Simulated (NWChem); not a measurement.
System: AlH, singlet; SMILES [AlH]

```xyz
2

Al     0.0000     0.0000     0.1423
H      0.0000     0.0000    -1.5249
```
Atoms are numbered in this order, from 1.

Low-valent species are run as closed-shell singlets; no triplet was tried in these runs. Structure relaxed at the PBE0/def2-SVP level.

Q: List the 4 lowest vertical singlet excitations from PBE/def2-SVP, TDA (NWChem).

A: 
```csv
state,energy (eV),oscillator strength,leading excitation (squared amplitude)
S1,2.91,0.067,HOMO → LUMO (0.97)
S2,2.91,0.067,HOMO → LUMO+1 (0.97)
S3,7.33,0.045,HOMO → LUMO+3 (0.95)
S4,7.52,0.587,HOMO−1 → LUMO (0.94)
```
